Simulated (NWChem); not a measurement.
All runs are NWChem calculations. System: sulfur trioxide (O₃S), charge 0, spin multiplicity 1, at a geometry optimised with PBE/def2-SVP. Level: RHF/def2-SVPD.

The NWChem input:

```
start mol
memory heap 200 mb stack 900 mb global 1100 mb
geometry units angstroms nocenter noautoz
  O      0.000000     0.000000     1.469310
  S      0.000000     0.000000     0.000006
  O     -1.272457     0.000000    -0.734661
  O      1.272457     0.000000    -0.734661
  symmetry group C2v
end
basis spherical
  * library def2-svpd
end
scf
  rhf
  nopen 0
  maxiter 100
  thresh 1e-7
  semidirect memsize 60000000 filesize 0
end
task scf energy
```

Output (cleaned and shortened):

```
             Northwest Computational Chemistry Package (NWChem) 7.3.0
             --------------------------------------------------------

                                NWChem Input Module
                                -------------------

 Scaling coordinates for geometry "geometry" by  1.889725989
 (inverse scale =  0.529177249)

 Turning off AUTOSYM since
 SYMMETRY directive was detected!

                             Geometry "geometry" -> ""
                             -------------------------

 Output coordinates in angstroms (scale by  1.889725989 to convert to a.u.)

  No.       Tag          Charge          X              Y              Z
 ---- ---------------- ---------- -------------- -------------- --------------
    1 O                    8.0000     0.00000000     0.00000000     1.46931000
    2 S                   16.0000     0.00000000     0.00000000     0.00000600
    3 O                    8.0000    -1.27245700     0.00000000    -0.73466100
    4 O                    8.0000     1.27245700     0.00000000    -0.73466100

 Effective nuclear repulsion energy (a.u.)     178.2223998048

            Nuclear Dipole moment (a.u.)
            ----------------------------
        X                 Y               Z
 ---------------- ---------------- ----------------
     0.0000000000     0.0000000000     0.0000000000

      Symmetry information
      --------------------

 Group name             C2v
 Group number             16
 Group order               4
 No. of unique centers     3

      Symmetry unique atoms

     1    2    3


 Summary of "ao basis" -> "" (spherical)
 ------------------------------------------------------------------------------
       Tag                 Description            Shells   Functions and Types
 ---------------- ------------------------------  ------  ---------------------
 *                         def2-svpd                  on all atoms

 Summary of "ao basis" -> "ao basis" (spherical)
 ------------------------------------------------------------------------------
       Tag                 Description            Shells   Functions and Types
 ---------------- ------------------------------  ------  ---------------------
 O                         def2-svpd                 9       23   4s3p2d
 S                         def2-svpd                11       27   5s4p2d

                                 NWChem SCF Module
                                 -----------------

  ao basis        = "ao basis"
  functions       =    96
  atoms           =     4
  closed shells   =    20
  open shells     =     0
  charge          =   0.00
  wavefunction    = RHF
  use symmetry    = T
  symmetry adapt  = T

 Summary of "ao basis" -> "ao basis" (spherical)
 ------------------------------------------------------------------------------
       Tag                 Description            Shells   Functions and Types
 ---------------- ------------------------------  ------  ---------------------
 O                         def2-svpd                 9       23   4s3p2d
 S                         def2-svpd                11       27   5s4p2d

      Symmetry analysis of basis
      --------------------------

        a1         40
        a2         11
        b1         27
        b2         18

 Forming initial guess at       0.0s

      Superposition of Atomic Density Guess
      -------------------------------------

 Sum of atomic energies:        -621.43453750

      Non-variational initial energy
      ------------------------------
[...]
         Total SCF energy =   -621.690278720052
      One-electron energy =  -1209.895108193962
      Two-electron energy =    409.982429669128
 Nuclear repulsion energy =    178.222399804782

        Time for solution =      0.3s

       Symmetry analysis of molecular orbitals - final
       -----------------------------------------------

  Numbering of irreducible representations:

     1 a1          2 a2          3 b1          4 b2

  Orbital symmetries:

     1 a1          2 a1          3 b1          4 a1          5 a1
     6 b2          7 a1          8 b1          9 a1         10 a1
    11 b1         12 a1         13 a1         14 b1         15 b2
    16 a1         17 b1         18 b2         19 a2         20 b1
    21 b2         22 a1         23 b2         24 b1         25 a1
    26 a1         27 b1         28 a1         29 a1         30 b2

             Final eigenvalues
             -----------------

              1
    1  -92.2941
    2  -20.6708
    3  -20.6708
    4  -20.6707
    5   -9.2899
    6   -6.9821
    7   -6.9794
    8   -6.9794
    9   -1.5578
   10   -1.4151
   11   -1.4151
   12   -0.8806
   13   -0.7475
   14   -0.7475
   15   -0.7421
   16   -0.6175
   17   -0.6175
   18   -0.5698
   19   -0.5698
   20   -0.5476
   21    0.0154
   22    0.0180
   23    0.0866
   24    0.0930
   25    0.0930
   26    0.1184
   27    0.1775
   28    0.1775
   29    0.1932
   30    0.1987

                       ROHF Final Molecular Orbital Analysis
                       -------------------------------------

 Vector   18  Occ=2.000000D+00  E=-5.697761D-01  Symmetry=b2
              MO Center=  2.3D-10,  1.6D-15,  6.6D-01, r^2= 2.1D+00
   Bfn.  Coefficient  Atom+Function         Bfn.  Coefficient  Atom+Function
  ----- ------------  ---------------      ----- ------------  ---------------
     6      0.493422  1 O  py                 9      0.383453  1 O  py
    56     -0.246717  3 O  py                79     -0.246717  4 O  py
    59     -0.191730  3 O  py                82     -0.191730  4 O  py

 Vector   19  Occ=2.000000D+00  E=-5.697720D-01  Symmetry=a2
              MO Center= -2.3D-10,  4.5D-15, -6.6D-01, r^2= 2.1D+00
   Bfn.  Coefficient  Atom+Function         Bfn.  Coefficient  Atom+Function
  ----- ------------  ---------------      ----- ------------  ---------------
    56      0.427320  3 O  py                79     -0.427320  4 O  py
    59      0.332083  3 O  py                82     -0.332083  4 O  py

 Vector   20  Occ=2.000000D+00  E=-5.475728D-01  Symmetry=b1
              MO Center=  6.8D-15,  8.3D-18, -6.2D-05, r^2= 2.7D+00
   Bfn.  Coefficient  Atom+Function         Bfn.  Coefficient  Atom+Function
  ----- ------------  ---------------      ----- ------------  ---------------
     5      0.386009  1 O  px                57      0.334309  3 O  pz
    80     -0.334309  4 O  pz                 8      0.299826  1 O  px
    60      0.259667  3 O  pz                83     -0.259667  4 O  pz
    55     -0.193023  3 O  px                78     -0.193023  4 O  px

 Vector   21  Occ=0.000000D+00  E= 1.537132D-02  Symmetry=b2
              MO Center=  1.2D-15,  3.9D-21,  4.0D-06, r^2= 2.3D+00
   Bfn.  Coefficient  Atom+Function         Bfn.  Coefficient  Atom+Function
  ----- ------------  ---------------      ----- ------------  ---------------
    36      0.812080  2 S  py                39      0.499660  2 S  py
    33      0.409564  2 S  py                 9     -0.294946  1 O  py
    59     -0.294942  3 O  py                82     -0.294942  4 O  py
     6     -0.281998  1 O  py                56     -0.281996  3 O  py
    79     -0.281996  4 O  py                12     -0.247698  1 O  py

 Vector   22  Occ=0.000000D+00  E= 1.797230D-02  Symmetry=a1
              MO Center= -4.7D-15, -2.5D-16,  1.2D-05, r^2= 6.3D+00
   Bfn.  Coefficient  Atom+Function         Bfn.  Coefficient  Atom+Function
  ----- ------------  ---------------      ----- ------------  ---------------
    28      2.624179  2 S  s                 27      1.325978  2 S  s
     4     -0.946033  1 O  s                 54     -0.946018  3 O  s
    77     -0.946018  4 O  s                 13      0.300549  1 O  pz
    61     -0.260282  3 O  px                84      0.260282  4 O  px
    10      0.220619  1 O  pz                 3     -0.208366  1 O  s

 Vector   23  Occ=0.000000D+00  E= 8.660369D-02  Symmetry=b2
              MO Center= -1.5D-16,  9.1D-21,  1.6D-05, r^2= 1.2D+01
   Bfn.  Coefficient  Atom+Function         Bfn.  Coefficient  Atom+Function
  ----- ------------  ---------------      ----- ------------  ---------------
    39      2.182034  2 S  py                12     -0.552066  1 O  py
    62     -0.552066  3 O  py                85     -0.552066  4 O  py

 center of mass
 --------------
 x =   0.00000000 y =   0.00000000 z =  -0.00000000

 moments of inertia (a.u.)
 ------------------
         184.969432763697           0.000000000000           0.000000000000
           0.000000000000         369.937048444419           0.000000000000
           0.000000000000           0.000000000000         184.967615680722

  Mulliken analysis of the total density
  --------------------------------------

    Atom       Charge   Shell Charges
 -----------   ------   -------------------------------------------------------
    1 O    8     8.75   1.99  1.11  0.80  0.07  2.73  1.88  0.13  0.02  0.02
    2 S   16    13.74   2.00  1.99  1.17 -0.12 -0.06  5.94  1.56  0.66 -0.02  0.70 -0.08
    3 O    8     8.75   1.99  1.11  0.80  0.07  2.73  1.88  0.13  0.02  0.02
    4 O    8     8.75   1.99  1.11  0.80  0.07  2.73  1.88  0.13  0.02  0.02

       Multipole analysis of the density wrt the origin
       ------------------------------------------------

     L   x y z        total         open         nuclear
     -   - - -        -----         ----         -------
     0   0 0 0     -0.000000      0.000000     40.000000

     1   1 0 0     -0.000000      0.000000      0.000000
     1   0 1 0     -0.000000      0.000000      0.000000
     1   0 0 1      0.000041      0.000000      0.000000

     2   2 0 0    -24.394486      0.000000     92.513239
     2   1 1 0     -0.000000      0.000000      0.000000
     2   1 0 1     -0.000000      0.000000      0.000000
     2   0 2 0    -19.079385      0.000000      0.000000
     2   0 1 1      0.000000      0.000000      0.000000
     2   0 0 2    -24.394459      0.000000     92.514147

 Task  times  cpu:        0.6s     wall:        0.6s

 Total times  cpu:        0.7s     wall:        0.7s
```
